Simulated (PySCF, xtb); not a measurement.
C4H2BrF, SMILES C(=C(\F)C#C)/Br.

GFN2-xTB in xtb at its own geometry gives an orbital gap of 3.47 eV and a dipole moment of 1.22 D.

Geometry: B3LYP-D3(BJ)/def2-SVP. The structure was generated by enumeration; whether it is a known compound was not checked.

Question: What does r2SCAN/def2-TZVP (PySCF) give? (An estimate is asked for; the answer gives what the named calculation found.)

Answer: gap 4.02 eV (levels -6.24 and -2.22 eV), dipole 0.71 D.
